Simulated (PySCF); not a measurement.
Assigning NMR signals

Bonds (- single, = double, # triple, : aromatic): C1=C2, C2-C3, C3=C4, C4-Si5, Si5-C6, C6=C7, C7-Si8, Si8-O9, Si8-C3. C1 carries H10, H11; C2 carries H12; C4 carries H13; Si5 carries H14, H15; C6 carries H16; C7 carries H17; Si8 carries H18; O9 carries H19. Stereochemistry as in C=CC1=C[SiH2]C=C[Si@@H]1O. H10 is cis to C3; H14 is cis to O9 on the ring; H11 is trans to C3; H15 is trans to O9 on the ring.

PySCF 2.14 calculation with geometry from PBE0-D3(BJ)/def2-SVP and shieldings: GIAO PBE0/pcSseg-1; gas phase, a single conformation, relativity neglected.

Shifts are taken against calculated references (same method and geometry level): ¹³C (184.41 ppm), ¹H (31.27 ppm) vs TMS.

**Question.** Assign these signals to the numbered atoms. ¹³C{¹H} NMR (computed): δ 165.1, 159.8, 154.6, 153.3, 147.6, 129.2.

**Answer.** 
165.1 → C3, fully substituted alkene carbon
159.8 → C7, alkene CH: an sp2 carbon of a C=C bond
154.6 → C6, alkene CH
153.3 → C2, alkene CH
147.6 → C4, alkene CH
129.2 → C1, terminal =CH2 carbon: as expected for a trigonal carbon in a double bond

C6 and C2 lie closer than the usual error of such a calculation, so a measured spectrum could show them in the other order.

**Question.** Assign these signals to the numbered atoms. ¹H NMR (600 MHz, computed): δ 7.34 (m, 1H), 7.21 (m, 1H), 6.60 (m, 1H), 6.51 (m, 1H), 6.48 (m, 1H), 5.62 (m, 1H), 5.10 (m, 1H), 4.61 (m, 1H), 4.58 (m, 1H), 0.93 (br s, 1H).

**Answer.** 
7.34 → H17, hydrogen on an alkene CH: a vinylic proton, deshielded by the sp2 carbon and the C=C anisotropy
7.21 → H16, hydrogen on an alkene CH
6.60 → H13, hydrogen on an alkene CH
6.51 → H10, hydrogen on a terminal =CH2 carbon: attached to an sp2 carbon and in the plane of the double bond
6.48 → H12, hydrogen on an alkene CH: olefinic region
5.62 → H11, hydrogen on a terminal =CH2 carbon: a vinylic proton, deshielded by the sp2 carbon and the C=C anisotropy
5.10 → H18, hydrogen on a silicon bonded to 2 C, O, in a 6-membered ring
4.61 → H14, hydrogen on a silicon bonded to 2 C, in a 6-membered ring
4.58 → H15, hydrogen on a silicon bonded to 2 C, in a 6-membered ring
0.93 → H19, hydrogen on an oxygen bonded to Si: labile proton, position sensitive to the medium

H13 and H10; H10 and H12; H14 and H15 lie closer than the usual error of such a calculation, so a measured spectrum could show them in the other order.

OH and NH positions are those of a molecule without intermolecular hydrogen bonds; in solution they move with solvent, concentration and temperature, and exchange usually removes their couplings. Shifts are as computed. Against solution values, carbons near 30 ppm lie about +2 ppm off and those near 130 ppm about +5 ppm. Of 1211 compounds with measured shifts, 218 miss one by over three times the rms of a fit or turn the order of signals round; such compounds aren't used in these exercises. Multiplicities follow the n + 1 count of equivalent neighbours, as no J values were calculated; m marks all less simple cases, F and P coupling included.
